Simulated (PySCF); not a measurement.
H3NSSe, SMILES N[Se]S. Geometry optimised at B3LYP-D3(BJ)/def2-TZVP. One conformer was computed; it need not be the lowest.

Method: B3LYP-D3(BJ)/def2-TZVP (PySCF).

Harmonic wavenumbers (cm⁻¹): 222, 312, 344, 360, 488, 734, 823, 1020, 1582, 2638, 3510, 3620. Rotational constants (GHz): 11.95, 3.504, 2.804; symmetry number 1.

Work out the zero-point energy and the ideal-gas rigid-rotor harmonic-oscillator thermochemistry at 298.15 K and 1 atm.

ZPE = ½ Σ hcν = ½ × 15653 cm⁻¹ = 93.62 kJ/mol. H − E(el) = 109.04 kJ/mol. Entropy in J/(mol K): translation 169.26, rotation 106.35, vibration 28.68, total 304.30. G − E(el) = 18.31 kJ/mol. Cp = 73.72 J/(mol K).
